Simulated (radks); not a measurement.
Values are calculated unless marked as measured or tabulated.
Task: Ne II, 9 electrons, occupied as [He] 2s2 2p4 6p1 (not the ground configuration). Level of theory: Dirac Kohn-Sham, PBEsol, spin-unpolarised, spherical densities, finite nucleus; open shells are shared between the two j in proportion to 2j + 1; Fermi nuclear charge, rms radius 3.0055 fm (a radial shooting solver on a logarithmic mesh with Libxc functionals).

Spin-orbit splittings of the eigenvalues, e(l+1/2) - e(l-1/2), with zeta = 2 splitting/(2l+1) and mean radii in bohr:

shell  occ.  splitting (eV)  zeta (eV)  <r> j=l-1/2  <r> j=l+1/2
2p        4               ?          ?       0.8110       0.8126
6p        1       0.0007842  0.0005228        20.07        20.07

Estimate the 2p splitting.

Result: 0.1351 eV (zeta = 0.09008 eV).
